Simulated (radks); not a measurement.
The numbers below are computed, except where a source is named.
Question: Ionisation of neutral cobalt, [Ar] 3d7 4s2, to Co+, [Ar] 3d8, under several functionals. Non-relativistic Kohn-Sham, spin-unpolarised, spherical densities, point nucleus; a radial shooting solver on a logarithmic mesh with Libxc functionals. Known Delta-SCF values: Wu-Cohen GGA 5.871 eV; XLYP 6.150 eV; exchange-only B88 5.669 eV. What does r2SCAN give, and what is its highest occupied eigenvalue?

Answer: 5.663 eV by Delta-SCF; the 4s eigenvalue is -5.582 eV. NIST: 7.881 eV (measured).

Beside tabulated values, note that spin-unpolarised runs miss the spin-polarisation part of the exchange energy of open shells.
